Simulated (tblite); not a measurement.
C7H6BCl.
SMILES with atom numbers: `[BH2:1][C:2]#[C:3]/[CH:4]=[C:5](/[C:6]#[CH:7])[CH2:8][Cl:9]` (hydrogens: H10, H11 on B1; H12 on C4; H13 on C7; H14, H15 on C8)

Computed with GFN2-xTB (tblite), gas phase: L-BFGS steps from a force-field or distance-geometry start until the largest atomic force falls under 0.01 eV/Å.

Step 13: E = -644.1283 eV
```
atom  x, y, z in Å  |  force x, y, z in eV/Å
B1      1.7261   -2.4821    2.2798    0.074  -0.049   0.017
C2      1.4083   -1.5081    1.2047    0.006   0.013  -0.025
C3      1.1361   -0.7082    0.3281    0.078  -0.019  -0.008
C4      0.8185    0.2168   -0.6676   -0.057   0.013  -0.031
C5     -0.3894    0.8114   -0.7523   -0.037  -0.016   0.026
C6     -0.6709    1.7476   -1.7682   -0.008  -0.030   0.068
C7     -0.9169    2.5526   -2.6248   -0.008   0.039  -0.034
C8     -1.4699    0.4977    0.2350   -0.036   0.003  -0.008
Cl9    -2.8594   -0.3250   -0.5678    0.081   0.043  -0.011
H10     2.1390   -2.0825    3.2995   -0.021  -0.057   0.019
H11     1.5697   -3.6230    2.0746    0.006  -0.006   0.063
H12     1.6016    0.4461   -1.3778   -0.008   0.016  -0.018
H13    -1.1245    3.2564   -3.3741   -0.013  -0.003  -0.011
H14    -1.0940   -0.1912    0.9942   -0.066   0.067  -0.002
H15    -1.8786    1.3995    0.6948    0.012  -0.014  -0.045
```

Step 14: E = -644.1295 eV
```
atom  x, y, z in Å  |  force x, y, z in eV/Å
B1      1.7291   -2.4830    2.2791    0.061  -0.025  -0.001
C2      1.4156   -1.5099    1.2025    0.003   0.005  -0.009
C3      1.1388   -0.7092    0.3286    0.058   0.000  -0.028
C4      0.8178    0.2157   -0.6659   -0.025   0.004  -0.041
C5     -0.3891    0.8107   -0.7515   -0.047   0.013   0.022
C6     -0.6707    1.7483   -1.7662   -0.018   0.020  -0.005
C7     -0.9171    2.5527   -2.6244    0.006  -0.011   0.019
C8     -1.4702    0.4990    0.2340   -0.056  -0.003   0.007
Cl9    -2.8579   -0.3227   -0.5689    0.049   0.019  -0.034
H10     2.1365   -2.0827    3.2985   -0.001  -0.044   0.058
H11     1.5685   -3.6216    2.0754    0.004  -0.056   0.055
H12     1.6002    0.4437   -1.3767    0.003   0.024  -0.029
H13    -1.1257    3.2559   -3.3745   -0.010  -0.013   0.003
H14    -1.0989   -0.1877    0.9957   -0.037   0.036   0.018
H15    -1.8813    1.3989    0.6925    0.010   0.032  -0.034
```

Step 15: E = -644.1305 eV
```
atom  x, y, z in Å  |  force x, y, z in eV/Å
B1      1.7330   -2.4844    2.2785    0.040  -0.001  -0.018
C2      1.4219   -1.5114    1.2006    0.006  -0.004   0.002
C3      1.1423   -0.7099    0.3283    0.032   0.011  -0.039
C4      0.8166    0.2148   -0.6652    0.010  -0.009  -0.037
C5     -0.3897    0.8103   -0.7504   -0.032   0.029   0.011
C6     -0.6709    1.7491   -1.7643   -0.026   0.051  -0.053
C7     -0.9172    2.5527   -2.6240    0.014  -0.043   0.053
C8     -1.4716    0.5000    0.2332   -0.050   0.002   0.017
Cl9    -2.8556   -0.3204   -0.5706    0.005  -0.011  -0.059
H10     2.1344   -2.0838    3.2989    0.014  -0.034   0.078
H11     1.5676   -3.6215    2.0772    0.005  -0.084   0.046
H12     1.5990    0.4422   -1.3764   -0.001   0.030  -0.034
H13    -1.1269    3.2552   -3.3749   -0.006  -0.018   0.012
H14    -1.1038   -0.1841    0.9973   -0.011   0.005   0.040
H15    -1.8835    1.3991    0.6898   -0.001   0.074  -0.020
```

Step 16: E = -644.1319 eV
```
atom  x, y, z in Å  |  force x, y, z in eV/Å
B1      1.7383   -2.4864    2.2778    0.014   0.019  -0.030
C2      1.4298   -1.5132    1.1979    0.010  -0.009   0.010
C3      1.1472   -0.7106    0.3273    0.001   0.013  -0.039
C4      0.8149    0.2139   -0.6653    0.044  -0.020  -0.021
C5     -0.3909    0.8103   -0.7488    0.002   0.032   0.001
C6     -0.6714    1.7503   -1.7622   -0.028   0.056  -0.072
C7     -0.9173    2.5528   -2.6233    0.014  -0.056   0.067
C8     -1.4742    0.5013    0.2327   -0.022   0.018   0.027
Cl9    -2.8527   -0.3177   -0.5741   -0.047  -0.044  -0.083
H10     2.1323   -2.0863    3.3012    0.024  -0.026   0.076
H11     1.5668   -3.6232    2.0806    0.011  -0.086   0.035
H12     1.5975    0.4413   -1.3770   -0.014   0.035  -0.035
H13    -1.1285    3.2540   -3.3751   -0.002  -0.020   0.018
H14    -1.1102   -0.1793    1.0005    0.010  -0.021   0.052
H15    -1.8860    1.4009    0.6859   -0.017   0.109  -0.004
```

Task: Estimate the geometry and energy of step 17. (The exact step hangs on the optimiser's Hessian estimate; all steps are aligned on step 16, rigid shifts and turns removed.)

Result: E = -644.1335 eV, largest force 0.139 eV/Å
```
atom  x, y, z in Å  |  force x, y, z in eV/Å
B1      1.7447   -2.4888    2.2771   -0.012   0.026  -0.029
C2      1.4395   -1.5154    1.1943    0.010  -0.011   0.015
C3      1.1532   -0.7115    0.3256   -0.026   0.002  -0.029
C4      0.8134    0.2128   -0.6661    0.062  -0.024   0.002
C5     -0.3922    0.8108   -0.7468    0.041   0.020  -0.001
C6     -0.6724    1.7519   -1.7599   -0.020   0.027  -0.053
C7     -0.9174    2.5529   -2.6223    0.006  -0.045   0.054
C8     -1.4777    0.5029    0.2328    0.013   0.042   0.032
Cl9    -2.8499   -0.3150   -0.5803   -0.082  -0.068  -0.090
H10     2.1305   -2.0903    3.3055    0.024  -0.023   0.043
H11     1.5664   -3.6268    2.0858    0.020  -0.055   0.022
H12     1.5952    0.4412   -1.3789   -0.026   0.036  -0.033
H13    -1.1306    3.2523   -3.3753    0.001  -0.016   0.019
H14    -1.1179   -0.1737    1.0059    0.020  -0.033   0.042
H15    -1.8891    1.4048    0.6807   -0.032   0.121   0.006
```

The energy changes by -0.0016 eV. The first-order estimate −F·Δx gives -0.0022 eV and the mean of the old and new forces, exact on a quadratic surface, -0.0016 eV. The step makes an angle of 70° with the force vector and moves no atom by more than 0.011 Å.

What follows is the cost of the whole relaxation. On one thread of an Arm Neoverse N1, shared host, this took 1.4 s.
